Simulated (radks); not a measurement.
All-electron atom: the ytterbium ion Yb33+ in [Kr] 4d1 (the NIST ground configuration). Calculated with a radial shooting solver on a logarithmic mesh with Libxc functionals: scalar-relativistic Kohn-Sham, LDA (Slater exchange, VWN5 correlation), spin-polarised, spherical densities, finite nucleus; open shells are filled with parallel spins first (spin-orbit coupling, left out, can overturn this in heavy ions); Fermi nuclear charge, rms radius 5.3108 fm.

Radial electron density D(r) = 4 pi r^2 rho(r):

r (bohr),D(r) (e/bohr),spin D(r)
0.001029,6.294,-0.0000409
0.001319,9.260,-0.0000600
0.001676,13.31,-0.0000858
0.002131,18.86,-0.000121
0.002709,26.26,-0.000167
0.003472,36.13,-0.000227
0.004413,47.80,-0.000297
0.00561,61.05,-0.000373
0.007132,74.59,-0.000444
0.00914,86.62,-0.000487
0.01162,93.71,-0.000442
0.01477,94.50,-0.000127
0.01878,89.88,0.00108
0.02406,84.81,0.00542
0.03059,87.51,0.0188
0.03889,101.7,0.0564
0.04943,120.0,0.149
0.06335,125.7,0.351
0.08053,110.6,0.672
0.1024,93.54,1.02
0.1301,98.20,1.12
0.1668,111.2,0.662
0.212,93.27,0.0437
0.2695,53.56,0.361
0.3426,34.17,1.89
0.4391,31.30,2.90
0.5582,18.66,2.00
0.7096,5.076,0.640
0.902,0.5388,0.0851
1.156,0.01624,0.00347
1.469,0.0001354,0.0000408

D(r) has 3 maxima, at r = 0.0134, 0.0599, 0.168 bohr, and minima at 0.0257, 0.110 bohr, inside which lie 1.91, 10.98 electrons.
